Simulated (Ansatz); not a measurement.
Born–Oppenheimer molecular dynamics of BClFH2N (6 atoms, charge 0, multiplicity 1). It starts from a rough guess of a transition structure, not a stationary point.

Level of theory: UKS B3LYP-D4/cc-pVDZ (Ansatz).

```json
{
  "ensemble": "NVE (velocity Verlet)",
  "time step": "0.5 fs",
  "steps asked": "150",
  "starting velocities drawn for": "100 K",
  "seed": "95372"
}
```

Frames 1 fs apart, positions in Å, forces in eV/Å.

Velocities at 0.0 fs (Å/ps):

```
B 2.12 1.20 -2.07
F 0.17 -1.52 0.49
N -4.21 3.30 0.12
H 7.53 3.64 10.60
Cl 0.84 -0.86 0.38
H -4.68 -3.60 -12.67
```

```xyz
6
Properties=species:S:1:pos:R:3:forces:R:3 time_fs=0.0 energy_less_start_eV=0.000 T=100
B -0.211 0.391 -0.341 -0.05 -1.61 2.21
F -1.161 0.004 0.994 -0.49 0.82 -0.68
N 0.725 -0.484 0.023 -0.72 -0.39 1.13
H -0.153 -0.664 1.017 1.59 -0.09 -1.24
Cl -0.811 1.554 -1.375 -0.67 1.32 -1.19
H 1.611 -0.801 -0.317 0.34 -0.05 -0.22
6
Properties=species:S:1:pos:R:3:forces:R:3 time_fs=1.0 energy_less_start_eV=-0.013 T=125
B -0.209 0.391 -0.342 -0.38 -1.43 2.21
F -1.161 0.003 0.994 -0.48 0.86 -0.68
N 0.721 -0.481 0.024 -0.06 -0.75 1.09
H -0.138 -0.661 1.022 1.58 -0.09 -1.32
Cl -0.810 1.553 -1.375 -0.67 1.35 -1.23
H 1.607 -0.804 -0.331 0.02 0.06 -0.06
6
Properties=species:S:1:pos:R:3:forces:R:3 time_fs=2.0 energy_less_start_eV=-0.071 T=237
B -0.207 0.390 -0.342 -0.94 -1.09 2.19
F -1.161 0.002 0.994 -0.47 0.98 -0.79
N 0.716 -0.478 0.025 0.64 -1.16 1.06
H -0.107 -0.659 1.014 1.69 -0.20 -1.38
Cl -0.810 1.553 -1.375 -0.62 1.31 -1.22
H 1.604 -0.808 -0.345 -0.30 0.16 0.13
6
Properties=species:S:1:pos:R:3:forces:R:3 time_fs=3.0 energy_less_start_eV=-0.187 T=462
B -0.206 0.389 -0.339 -1.68 -0.65 2.19
F -1.161 0.002 0.994 -0.46 1.17 -1.00
N 0.712 -0.476 0.027 1.22 -1.51 1.05
H -0.061 -0.658 0.992 1.92 -0.42 -1.36
Cl -0.810 1.553 -1.375 -0.54 1.21 -1.17
H 1.598 -0.809 -0.358 -0.47 0.19 0.29
6
Properties=species:S:1:pos:R:3:forces:R:3 time_fs=4.0 energy_less_start_eV=-0.379 T=833
B -0.207 0.386 -0.334 -2.53 -0.18 2.26
F -1.162 0.002 0.993 -0.44 1.42 -1.33
N 0.709 -0.475 0.029 1.67 -1.67 0.91
H 0.004 -0.662 0.958 2.12 -0.77 -1.12
Cl -0.809 1.553 -1.376 -0.41 1.08 -1.10
H 1.587 -0.809 -0.368 -0.41 0.12 0.38
6
Properties=species:S:1:pos:R:3:forces:R:3 time_fs=5.0 energy_less_start_eV=-0.632 T=1319
B -0.210 0.384 -0.327 -3.38 0.20 2.45
F -1.163 0.003 0.991 -0.35 1.68 -1.73
N 0.707 -0.476 0.033 2.21 -1.52 0.23
H 0.089 -0.673 0.913 1.93 -1.25 -0.29
Cl -0.809 1.554 -1.377 -0.27 0.92 -1.02
H 1.573 -0.808 -0.375 -0.14 -0.03 0.36
6
Properties=species:S:1:pos:R:3:forces:R:3 time_fs=6.0 energy_less_start_eV=-0.842 T=1718
B -0.216 0.382 -0.318 -4.04 0.36 2.76
F -1.164 0.005 0.989 -0.14 1.84 -2.13
N 0.707 -0.477 0.036 3.22 -0.82 -1.73
H 0.192 -0.696 0.867 0.81 -1.95 1.82
Cl -0.809 1.555 -1.379 -0.13 0.75 -0.92
H 1.558 -0.807 -0.378 0.27 -0.19 0.19
6
Properties=species:S:1:pos:R:3:forces:R:3 time_fs=7.0 energy_less_start_eV=-0.941 T=1922
B -0.225 0.380 -0.306 -4.32 0.21 3.20
F -1.165 0.007 0.985 0.15 1.89 -2.43
N 0.708 -0.479 0.038 4.19 0.40 -4.52
H 0.302 -0.738 0.839 -0.73 -2.80 4.69
Cl -0.809 1.556 -1.380 -0.02 0.59 -0.80
H 1.545 -0.807 -0.380 0.73 -0.28 -0.14
6
Properties=species:S:1:pos:R:3:forces:R:3 time_fs=8.0 energy_less_start_eV=-1.258 T=2534
B -0.239 0.378 -0.292 -4.20 -0.23 3.68
F -1.166 0.011 0.980 0.35 1.90 -2.59
N 0.713 -0.481 0.038 3.47 0.77 -4.39
H 0.407 -0.806 0.853 -0.78 -2.62 4.55
Cl -0.809 1.557 -1.382 0.07 0.43 -0.67
H 1.539 -0.811 -0.383 1.09 -0.24 -0.58
6
Properties=species:S:1:pos:R:3:forces:R:3 time_fs=9.0 energy_less_start_eV=-1.736 T=3440
B -0.256 0.376 -0.275 -3.79 -0.76 4.05
F -1.167 0.016 0.974 0.41 1.90 -2.63
N 0.720 -0.482 0.034 2.15 -0.66 -0.89
H 0.504 -0.899 0.909 0.01 -0.73 0.88
Cl -0.809 1.559 -1.384 0.14 0.27 -0.53
H 1.544 -0.816 -0.392 1.07 -0.03 -0.87
6
Properties=species:S:1:pos:R:3:forces:R:3 time_fs=10.0 energy_less_start_eV=-1.902 T=3768
B -0.276 0.373 -0.253 -3.18 -1.26 4.20
F -1.167 0.021 0.967 0.39 1.89 -2.60
N 0.728 -0.483 0.030 1.95 -2.27 1.79
H 0.601 -0.998 0.973 0.07 1.21 -2.19
Cl -0.809 1.560 -1.386 0.20 0.10 -0.35
H 1.558 -0.822 -0.408 0.57 0.33 -0.86
6
Properties=species:S:1:pos:R:3:forces:R:3 time_fs=11.0 energy_less_start_eV=-1.853 T=3680
B -0.299 0.369 -0.228 -2.37 -1.67 4.07
F -1.168 0.028 0.958 0.28 1.84 -2.43
N 0.738 -0.487 0.026 2.32 -3.11 2.64
H 0.699 -1.086 1.018 -0.35 2.34 -3.52
Cl -0.809 1.562 -1.389 0.25 -0.10 -0.13
H 1.577 -0.825 -0.433 -0.14 0.71 -0.63
```

Of the whole run (75 fs, mean temperature of the second half 3119 K): The conserved energy stayed within 2.5 meV per atom of its start (net change -0.14 meV per atom), so the integration is sound. The system heated up, since it started high on the potential surface and ran downhill. A run of 0.075 ps of so small a system gives no equilibrium averages. The orbitals stay closed-shell, which can raise the energy where a bond breaks towards radicals; this wasn't checked here.

The run took 8.7 min on 2 threads of Arm Neoverse N1, with other jobs on the host, peak memory 0.16 GiB.
